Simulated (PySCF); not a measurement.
## [Tm(BH4)2]+ at several levels of theory

Computed with PySCF 2.14.0 (density fitting, no spin-orbit coupling) at the geometry relaxed with PBE0:

```xyz
11
[Tm(BH4)2]+ (singlet in the valence; each metal's 4f electrons, 12 of them, lie in its core potential, out of spins and levels)
Tm    0.0001   -0.0001   -0.2675
B     2.0240   -0.0254    0.8795
H     3.0228   -0.0299    1.5386
H     1.1981   -0.9376    1.1990
H     2.1827   -0.1618   -0.3651
H     1.3390    1.0406    0.9968
B    -2.0240    0.0254    0.8794
H    -3.0226    0.0299    1.5388
H    -1.1980    0.9376    1.1988
H    -2.1829    0.1619   -0.3652
H    -1.3390   -1.0407    0.9966
```

```
    level                                              basis    state  HOMO (eV)  gap (eV)  charge on Tm1 (e)  population of f-type functions on Tm1 (polarisation alone where 4f lies in the core)  dipole about the centre of mass (D)  largest force component (eV/Å)
     PBE0  Tm lcecp-1-SVP with ECP58, B def2-SVP, H def2-SVP  singlet     -14.14      6.32               0.85                                                                                  0.03                                 3.83                            0.02
    M06-L                                           the same  singlet     -12.82      5.04               1.13                                                                                  0.03                                 4.00                            0.26
CAM-B3LYP                                           the same  singlet     -15.56      8.50               0.78                                                                                  0.04                                 3.98                            0.14
```

In the lcecp rows the 4f levels are missing from HOMO and gap, and the state counts the valence alone.

Charges are Mulliken's, which hang on the basis. The relaxation used the grid (50, 194), these runs (75, 302) or, all-electron (x2c bases, spin-free X2C Hamiltonian), (99, 590).

Q: What does PBE0 with Tm lcecp-1-TZVP with ECP58, B def2-TZVP, H def2-TZVP give here?

A: state singlet, HOMO (eV) -14.16, gap (eV) 6.37, charge on Tm1 (e) 1.11, population of f-type functions on Tm1 (polarisation alone where 4f lies in the core) 0.04, dipole about the centre of mass (D) 3.77, largest force component (eV/Å) 0.28. Time: 9.8 s on 2 threads of Arm Neoverse V2, with other jobs on the host, from free ions and atoms.

In the first row's basis the gap widens with exact exchange: 5.0 eV for M06-L (none); 6.3 eV for PBE0 (a fixed share); 8.5 eV for CAM-B3LYP (rising or full at long range).

A frequency check found unstable modes (1, the lowest at -45 cm⁻¹), so the relaxed geometry is probably a saddle point. An lcecp potential fixes the number of 4f electrons, so in runs with it no electron can move into or out of that shell.
